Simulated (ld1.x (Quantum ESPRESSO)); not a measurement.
Which setting gave this result? (oxygen (O), ultrasoft)

Base potential:

oxygen (O), ultrasoft, made with ld1.x (Quantum ESPRESSO) 7.5 (LDA (PZ), non-relativistic). Core [He], reference 2s2 2p4. Waves: 2s (bound): rcut 0.70, rcutus 0.90 bohr; 2s channel at -0.65 Ry: rcut 0.70, rcutus 0.90 bohr; 2p (bound): rcut 1.10, rcutus 1.20 bohr; 2p channel at 0.45 Ry: rcut 1.10, rcutus 1.20 bohr; 3d channel at -0.1 Ry: rcut 0.95, rcutus 1.25 bohr. Local part: all-electron potential smoothed inside 1.00 bohr (lloc = -1). Core correction: none. Augmentation charge: built from norm-conserving waves at rcut, not smoothed further.

Cutoffs, loose and tight: the cutoffs (Ry, on a coarse ladder) from which the occupation-weighted sum of valence levels, in a spherical-Bessel basis at the reference potential, stays within 10 and 1 mRy of its value at 400 Ry. They do not see the model core or the augmentation charge, which bear on the density cutoff. Test errors are all-electron minus pseudo excitation energies from the reference, over the configurations 2s2 2p3; 2s2 2p2; 2s2 2p1; 2s1 2p5; 2s2 2p3.5; 2s0 2p6; 2s2 2p0 (two spin-polarised tests are not counted in the largest error); variants that change the core or the reference have their own tests.

Only the scale of all radii (base = 1) is moved:

| scale of all radii (base = 1) | cutoff, loose | cutoff, tight | bound ghosts | largest test error (meV) |
| --- | --- | --- | --- | --- |
| 0.76 | 80 Ry | 160 Ry | none | +574 |
| 0.99 | 50 Ry | 90 Ry | none | +839 |
| 1.15 | 35 Ry | 60 Ry | none | +1303 |
| 1.24 | 35 Ry | 50 Ry | none | +1677 |
| 1.33 | 30 Ry | 40 Ry | none | +2184 |

Task: One more run gave cutoff, loose: 60 Ry; cutoff, tight: 110 Ry; bound ghosts: none; largest test error (meV): +677. Which value of the scale of all radii (base = 1) was used?

Result: 0.88. The tight cutoff moves one way along this sweep, from 160 Ry at 0.76 to 40 Ry at 1.33, which places the run between 0.76 and 0.99.
